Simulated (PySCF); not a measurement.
Computed shifts of a molecule C₃H₉BO₂, KT2/pcSseg-1 (PySCF), GIAO, gas phase, equivalent atoms averaged, in ppm (number of nuclei): ¹³C: 62.3 (1), 56.9 (1), -1.5 (1). ¹H: 4.04 (3), 3.93 (2), 0.84 (3), -0.12 (1). References: ¹³C against TMS (σ = 185.1 ppm); ¹⁷O against H2O (σ = 330.4 ppm); ¹¹B against BF3 (σ = 89.8 ppm); ¹H against TMS (σ = 31.47 ppm), references at their B3LYP-D3(BJ)/def2-TZVP geometries, non-relativistic. Coordinates come from a B3LYP-D3(BJ)/def2-SVP optimisation. One conformer was computed; it need not be the lowest.

Question: Which molecule gave these data?
A) CCB(O)CO
B) COB(C)CO
C) CCOBOC
D) COB(C)OC

Answer: B, COB(C)CO
